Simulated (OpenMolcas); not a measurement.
Computed levels of 4d² in ions with 38 electrons, in cm-1 above ³F₂.

| Item | Value |
| --- | --- |
| Program | OpenMolcas 26.06 |
| Method | CASSCF |
| Basis | ANO-RCC-VQZP |
| Scalar Hamiltonian | DKH2, point nucleus |
| Spin-orbit coupling | state interaction with AMFI integrals over the reference wave functions, term energies averaged over their components |

Active space for each ion: 2 electrons in 5 orbitals (4d).

```csv
Level,Mo4+,Tc5+,Rh7+
³F₃,1458,1949,3284
³F₄,3169,4190,6883
¹D₂,12840,14496,17857
³P₀,13919,15535,18675
³P₁,14504,16340,20118
³P₂,16009,18417,23764
¹G₄,19403,21942,27152
¹S₀,45637,51146,61810
```

Task: Estimate ³F₄, ¹D₂, ³P₀ for Ru6+ from its neighbours Tc5+ and Rh7+.

Result: ³F₄ is fine structure, which grows about as the fourth power of a screened charge, so the fourth roots are averaged: ((4190^0.25 + 6883^0.25) / 2)^4 = 5412. The calculation gives 5447, so the estimate is off by -0.6 %.
¹D₂ is another term, which grows about linearly with the charge: (14496 + 17857) / 2 = 16176. The calculation gives 16162, so the estimate is off by +0.1 %.
³P₀ is another term, which grows about linearly with the charge: (15535 + 18675) / 2 = 17105. The calculation gives 17114, so the estimate is off by -0.1 %.

Mixed levels, with the weight of the term that names them: Ru6+ ¹D₂ (72 %), Ru6+ ³P₂ (73 %), Rh7+ ¹D₂ (68 %), Rh7+ ³P₂ (70 %).

Without dynamic correlation excited terms often stand tens of per cent too high (terms of higher spin than the ground term too low), and those without a measured partner can miss by more than the paired ones. Levels of configurations outside the active space are missing.
